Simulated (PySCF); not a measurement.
One molecule, one basis, several functionals.

C₃H₇FSi.
InChI=1S/C3H7FSi/c1-3(4)2-5/h2H,1,5H3/b3-2+

PySCF, def2-SVPD basis, density fitting, gas phase, PBE0-D3(BJ)/def2-SVP geometry; singlet excitations by full TDDFT with frozen cores, triplets by Tamm–Dancoff TDDFT and ionisation energies by ΔSCF, from the lowest of the holes tried. One functional is left out:

```json
{"functional": "LDA", "exact exchange (%)": "0", "HOMO energy (eV)": "-6.42", "LUMO energy (eV)": "-1.58", "lowest singlet excitation (eV)": "6.04", "lowest triplet excitation (eV)": "4.30", "dipole moment (D)": "1.056", "mean polarisability (au)": "71.0", "vertical ionisation energy (eV)": "9.50"}
{"functional": "PBE", "exact exchange (%)": "0", "HOMO energy (eV)": "-6.29", "LUMO energy (eV)": "-1.38", "lowest singlet excitation (eV)": "6.06", "lowest triplet excitation (eV)": "4.12", "dipole moment (D)": "1.005", "mean polarisability (au)": "69.7", "vertical ionisation energy (eV)": "9.33"}
{"functional": "PBE0", "exact exchange (%)": "25", "HOMO energy (eV)": "-7.47", "LUMO energy (eV)": "-0.45", "lowest singlet excitation (eV)": "6.50", "lowest triplet excitation (eV)": "4.07", "dipole moment (D)": "1.056", "mean polarisability (au)": "67.2", "vertical ionisation energy (eV)": "9.50"}
{"functional": "BHandHLYP", "exact exchange (%)": "50", "HOMO energy (eV)": "-8.51", "LUMO energy (eV)": "0.56", "lowest singlet excitation (eV)": "6.73", "lowest triplet excitation (eV)": "4.03", "dipole moment (D)": "1.123", "mean polarisability (au)": "65.3", "vertical ionisation energy (eV)": "9.48"}
```

**Question.** Predict the row of B3LYP (20 % exact exchange) by straight lines through the other rows, and check it.

**Answer.** 
| property | line | computed | computed − line | PBE0 (25 %), for comparison |
| --- | --- | --- | --- | --- |
| HOMO energy (eV) | -7.23 | -7.25 | -0.02 | -7.47 |
| LUMO energy (eV) | -0.66 | -0.68 | -0.02 | -0.45 |
| lowest singlet excitation (eV) | 6.35 | 6.40 | +0.05 | 6.50 |
| lowest triplet excitation (eV) | 4.13 | 4.13 | 0.00 | 4.07 |
| dipole moment (D) | 1.062 | 1.054 | -0.008 | 1.056 |
| mean polarisability (au) | 68.2 | 67.6 | -0.6 | 67.2 |
| vertical ionisation energy (eV) | 9.45 | 9.53 | +0.08 | 9.50 |

**Question.** Which of these properties follows the share of exact exchange most closely, and which least?

**Answer.** Most closely the HOMO energy, least the vertical ionisation energy; the correlations over the tabulated rows are HOMO energy -0.999, LUMO energy 0.997, lowest singlet excitation 0.987, mean polarisability -0.971, dipole moment 0.878, lowest triplet excitation -0.760, vertical ionisation energy 0.434. The HOMO energy moves by -0.432 eV for every 10 %. Functionals with the same share still differ in their other parts: at 0 % LDA and PBE differ by 0.13 eV in it.
